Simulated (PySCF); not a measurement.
# Removing an electron from cyclo-(H2SiO)2

Species: cyclo-(H2SiO)2.
Structure used (PBE0-D3(BJ)/def2-SVP), in Å, numbered top down from 1:
```xyz
8
H4O2Si2 angstrom
Si    -0.0678   -0.7198   -0.9641
H      0.1372   -0.2608   -2.3626
H     -0.3652   -2.1749   -0.9151
O     -1.1691    0.2322   -0.0915
Si     0.0674    0.7181    0.9647
H     -0.1351    0.2732    2.3681
H      0.3656    2.1727    0.9031
O      1.1670   -0.2406    0.0973
```

Level: CAM-B3LYP/def2-SVPD (PySCF). Frontier orbitals with their largest atomic shares (Löwdin; up to four atoms above 4 %):

```csv
orbital,ε (eV),main atoms
HOMO−3,-11.70,"Si1 22 %, Si5 22 %, H3 13 %, H6 13 %"
HOMO−2,-11.00,"O8 44 %, O4 44 %, Si5 5 %, Si1 5 %"
HOMO−1,-10.87,"O8 46 %, O4 46 %, Si5 4 %, Si1 4 %"
HOMO,-10.06,?
LUMO,0.20,"Si1 21 %, Si5 21 %, O8 13 %, O4 13 %"
LUMO+1,1.08,"Si1 32 %, Si5 31 %, O4 7 %, O8 7 %"
LUMO+2,1.57,"Si1 27 %, Si5 26 %, H3 8 %, H2 8 %"
```

What vertical ionisation energy does ΔSCF give, and how far is −ε(HOMO) from it?

ΔSCF: 11.05 eV (1066 kJ/mol; threshold wavelength 112 nm); ⟨S²⟩ of the doublet left behind is 0.761, against 0.75 for a pure doublet. −ε(HOMO) is 10.06 eV, 0.99 eV below it. For the exact functional −ε(HOMO) would equal the first vertical ionisation energy; CAM-B3LYP (range-separated hybrid) falls short of its own ΔSCF value by 9 %. Holes in the HOMO−1 and HOMO−2 were tried too where these lie within 1.2 eV of the HOMO; the lowest converged state counts.

On which atoms does the HOMO lie?

O4 (oxygen bonded to 2 Si) 17 %, O8 (oxygen bonded to 2 Si) 17 %, Si5 (silicon bonded to 2 O and 2 H) 14 %, Si1 (silicon bonded to 2 O and 2 H) 14 %, so no atom holds as much as 40 %. The HOMO−1 lies 0.81 eV lower.

How many of the 10 lowest singlet excitations (vertical TDDFT, same level) lie below the ionisation energy?

All 10; they run from 6.71 to 8.76 eV.

With α = 51.4 au, estimate the like-pair dispersion coefficient by London's formula C6 = (3/4)α²I.

I = 0.4060 Eh, so C6 ≈ 805 au, a rough estimate.

One conformer (not necessarily the lowest) at the PBE0-D3(BJ)/def2-SVP geometry, without solvent, vibrations or thermal averaging.
